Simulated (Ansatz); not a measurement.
```yaml
crystal:
  periodic: [false, false, false]
  atoms:
    - {symbol: Ga, position_ang: [0.507657, 1.418639, -0.911747]}
    - {symbol: H, position_ang: [1.815520, 0.568533, -1.040204]}
    - {symbol: H, position_ang: [0.251210, 2.839196, -1.501099]}
    - {symbol: S, position_ang: [-1.133315, 0.516927, 0.213145]}
    - {symbol: C, position_ang: [-0.455579, -1.089972, 0.728257]}
    - {symbol: H, position_ang: [0.537662, -1.255076, 0.312368]}
    - {symbol: H, position_ang: [-1.123920, -1.878268, 0.383386]}
    - {symbol: H, position_ang: [-0.399243, -1.119968, 1.815885]}
basis:
  gaussian: {orbitals: def2-SVPD}
magnetization: {spin_polarized: false, initial_magnetization: 2}
hamiltonian: {xc: {name: PBE0}, dispersion: d4}
output: {forces: true}
```

```sh
$ ansatz run in.yaml --threads 4 --pin off --events-out ev --progress --plain --max-ram 3916MiB
```

It prints (some lines left out):

```
Functional definition: PBE0
1207 factors; integrals over basis functions are off by at most 1.2e-3 eV
mean field evaluation 1: about -64302.3587 eV, gradient 3.6e1 eV
mean field evaluation 2: about -64302.3815 eV, gradient 3.6e1 eV
mean field evaluation 4: about -64303.9836 eV, gradient 1.9e1 eV
mean field evaluation 8: about -64302.0263 eV, gradient 2.1e1 eV
mean field evaluation 16: about -64305.3278 eV, gradient 2.7e-4 eV
mean field evaluation 32: about -64305.1854 eV, gradient 1.4e0 eV
mean field -64305.32778540 eV, -2363.1772083968 hartree, gradient 1.5e-5 eV, S^2 2.000000; 9 other end points of the search recorded, 0 dependent functions left out
reference -64305.32782506 eV, -2363.1772098543 hartree; 30, 28 occupied and 95, 97 virtual orbitals, 1207 factors
Total energy: -64305.46377002 eV, -2363.1822057395 hartree
Atom 0 at     0.507657     1.418639    -0.911747 Å, force     2.722623     1.467654    -1.854320 eV/Å
Atom 1 at     1.815520     0.568533    -1.040204 Å, force    -0.307149    -0.200049     0.228930 eV/Å
Atom 2 at     0.251210     2.839196    -1.501099 Å, force    -0.303995    -0.141584     0.204181 eV/Å
Atom 3 at    -1.133315     0.516927     0.213145 Å, force    -1.908086    -1.805930     1.691908 eV/Å
Atom 4 at    -0.455579    -1.089972     0.728257 Å, force     0.072575     0.648491    -0.476974 eV/Å
Atom 5 at     0.537662    -1.255076     0.312368 Å, force     0.270843     0.127430    -0.175737 eV/Å
Atom 6 at    -1.123920    -1.878268     0.383386 Å, force    -0.403375    -0.183819    -0.042408 eV/Å
Atom 7 at    -0.399243    -1.119968     1.815885 Å, force    -0.143437     0.087806     0.424420 eV/Å
Dipole moment:    -0.577640    -0.823289     0.647201 e Å
```

It took 8 s on 4 threads of Arm Neoverse V2 on a shared host.

With spin_polarized false and unpaired electrons the run is restricted open-shell.
